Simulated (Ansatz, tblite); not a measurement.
Removing and adding an electron: the cluster Li₃Al₃ (the lowest singlet isomer of a short search). Total charge 0; singlet. Geometry: PBE-D4/def2-SVP. Ansatz, gas phase; energy differences of separate SCF runs; the oxidised species was run as a doublet alone; the reduced species was run as a doublet alone.

```xyz
6

Li   -1.080   -1.360   -0.689
Li    2.146   -0.610   -1.821
Li   -1.531    1.545    0.704
Al   -0.785   -0.395    2.422
Al    1.023   -0.333    0.671
Al    0.227    1.153   -1.287
```

The xTB rows come from tblite. The structure comes from a short search, and lower isomers may exist.

```
              level  −HOMO (eV)  vertical IE (eV)  −LUMO (eV)  vertical EA (eV)  HOMO–LUMO gap (eV)  IE − EA (eV)                                                                                                            remarks
           GFN1-xTB        8.56             10.38        7.89                 –                0.68             –                                                                                                                  –
           GFN2-xTB        6.34              8.57        5.80              3.72                0.54          4.85                                                                                                                  –
   PBE-D4/def2-TZVP        3.18              5.13        2.53                 –                0.64             –                                                                            restricted SCF unstable in HF (singlet)
  PBE-D4/def2-TZVPD        3.18                 –        2.54              1.01                0.64             –  HOMO above zero (-1 doublet), restricted SCF unstable in HF (singlet), spin-contaminated (⟨S²⟩ 0.83) (-1 doublet)
r2SCAN-D4/def2-TZVP        3.24              5.06        2.48                 –                0.76             –                                                                            restricted SCF unstable in HF (singlet)
  PBE0-D4/def2-TZVP        3.79              5.10        2.00                 –                1.79             –                                                                            restricted SCF unstable in HF (singlet)
 PBE0-D4/def2-TZVPD        3.79                 –        2.00              0.99                1.78             –  HOMO above zero (-1 doublet), restricted SCF unstable in HF (singlet), spin-contaminated (⟨S²⟩ 1.03) (-1 doublet)
```

Run but left out: r2SCAN-D4/def2-TZVPD (charge -1 doublet: ⟨S²⟩ 1.31, where a pure state has 0.75).   A HOMO above zero means that the electron is unbound at that level or that self-interaction error raises the level; the energy of removing that electron tells which. Raw xTB energy differences between charge states are shifted by several eV; the methods need an empirical correction for them.
